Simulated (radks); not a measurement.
Hf I, configuration [Xe] 4f14 5d1 6s2 7p1 (not the ground configuration).

All-electron calculation, scalar-relativistic Kohn-Sham, PBE, spin-polarised, spherical densities, finite nucleus; open shells are filled with parallel spins first (spin-orbit coupling, left out, can overturn this in heavy ions); Fermi nuclear charge, rms radius 5.347 fm. Program: a radial shooting solver on a logarithmic mesh with Libxc functionals.

Energy parts (Ry):
| part | energy |
|---|---|
| total | -30151.9936 |
| kinetic | 33026.1786 |
| electron-nucleus | -74342.0378 |
| Hartree | 11778.5411 |
| exchange-correlation | -614.6754 |

Orbitals (lengths in bohr, moments of r in powers of bohr; <r^-3> diverges for s and p1/2; r(90%) holds 90 % of the orbital's charge):
orbital,occ.,eigenvalue (Ry),<r>,r(90%),<r^2>,<r^-3>
1s down,1,-4797.392,0.01899,0.0345,0.0004952,-
1s up,1,-4797.392,0.01899,0.0345,0.0004952,-
2s up,1,-820.8909,0.08038,0.125,0.007642,-
2s down,1,-820.8884,0.08038,0.125,0.007642,-
2p up,3,-721.0055,0.07172,0.117,0.006284,17780
2p down,3,-721.0035,0.07172,0.117,0.006284,17780
3s up,1,-187.4110,0.2087,0.306,0.04977,-
3s down,1,-187.4108,0.2087,0.306,0.04977,-
3p up,3,-157.5572,0.2085,0.312,0.05041,3922
3p down,3,-157.5569,0.2085,0.312,0.05041,3922
3d up,5,-122.1826,0.1890,0.293,0.04187,510.0
3d down,5,-122.1813,0.1890,0.293,0.04187,510.0
4s up,1,-38.13642,0.4683,0.673,0.2476,-
4s down,1,-38.13494,0.4683,0.673,0.2476,-
4p up,3,-28.34019,0.4977,0.724,0.2818,899.2
4p down,3,-28.33886,0.4977,0.724,0.2818,899.2
4d up,5,-15.66936,0.5352,0.804,0.3324,99.14
4d down,5,-15.66759,0.5352,0.804,0.3324,99.15
5s up,1,-5.41515,1.134,1.63,1.446,-
5s down,1,-5.38724,1.131,1.63,1.440,-
5p up,3,-3.09989,1.335,1.96,2.025,119.4
5p down,3,-3.06102,1.331,1.95,2.014,120.6
4f up,7,-1.71880,0.6768,1.15,0.5929,15.53
4f down,7,-1.71187,0.6743,1.14,0.5873,15.58
6s up,1,-0.68923,3.105,4.50,10.85,-
6s down,1,-0.65209,3.163,4.61,11.30,-
5d up,1,-0.60520,2.167,3.43,5.604,5.313
5d down,0,-0.55607,2.194,3.49,5.787,5.282
7p up,1,-0.08179,11.13,15.4,136.1,1.216

The highest occupied level is 7p up at -1.113 eV. The configuration is held as typed, so some empty levels lie below it. The density falls to 0.001 e/bohr^3 at r = 4.60 bohr. The electron density at the nucleus is 1.282e+06 e/bohr^3 (large components only). The spin density at the nucleus is -0.349 e/bohr^3 (1s -0.006, 2s -0.213, 3s 0.086, 4s 0.226, 5s -4.075, 6s 3.633). Summed over all electrons, <r^2> = 193.5 bohr^2, which gives a Langevin (diamagnetic) susceptibility term of -153 x 10^-6 cm^3/mol. Spin moment in Bohr magnetons: 2.
